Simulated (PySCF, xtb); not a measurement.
C2H8SeSi, SMILES C[SiH](C)[SeH].

GFN2-xTB (xtb) at its own geometry gives an orbital gap of 4.48 eV and a dipole moment of 3.83 D.

Geometry: r2SCAN-D4/def2-SVP. The values are those of a single conformer.

### Question
What does PySCF with r2SCAN/def2-TZVP give? (An estimate is asked for; the answer gives what the named calculation found.)

### Answer
gap 5.65 eV (levels -5.91 and -0.26 eV), dipole 2.01 D.
